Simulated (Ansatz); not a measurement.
Gas-phase electronic energies from Ansatz, PBE0-D4/def2-TZVP geometries. CBS: MP2 limit from def2 TZ/QZ plus the TZ coupled-cluster correction, frozen cores. This one scheme is used for every species. DFT in def2-TZVPP. Elements past krypton have def2 core potentials. For Sb outer-core shells are correlated without core-valence functions, which leaves a few kJ/mol of doubt a bond.

Reaction (ligand exchange at the Sb–N bond): `C=[N][SbH2]` + `O[SiH3]` → `[SiH3][O][SbH2]` + `C=N`

CCSD(T)/CBS gives -0.29 eV.

(1) Another level gave -0.25 eV. Which?
A. revPBE-D4/def2-TZVPP
B. r2SCAN-D4/def2-TZVPP
C. RPA@PBE/def2-TZVPP
D. HF/def2-TZVPP

(2) What do rigid-rotor, harmonic-oscillator terms from PBE0-D4/def2-TZVP frequencies (298.15 K, 1 bar) make of the CCSD(T)/CBS value? (An estimate is asked.)

Largest T1 diagnostic among the species: 0.015.

Answers

(1) B. r2SCAN-D4 -0.25, revPBE-D4 -0.20, RPA@PBE/def2-TZVPP -0.29, HF/def2-TZVPP -0.40 eV.

(2) The calculation gave: ΔZPE = +0.02 eV, ΔH = -0.25 eV, ΔS = 23 J/(mol·K), ΔG = -0.32 eV. Modes under 50 cm⁻¹ make the entropy rough.

At CCSD(T), def2-SVP lies −0.05 eV from the extrapolated value and def2-TZVPP +0.03 eV. From PBE to PBE0 (25 % exact exchange), in def2-TZVPP and without D4, ΔE moves by −0.03 eV. In def2-TZVPP, CCSD(T) changes the Hartree–Fock value by +0.14 eV (the triples alone add +0.03 eV) and MP2 by +0.18 eV.
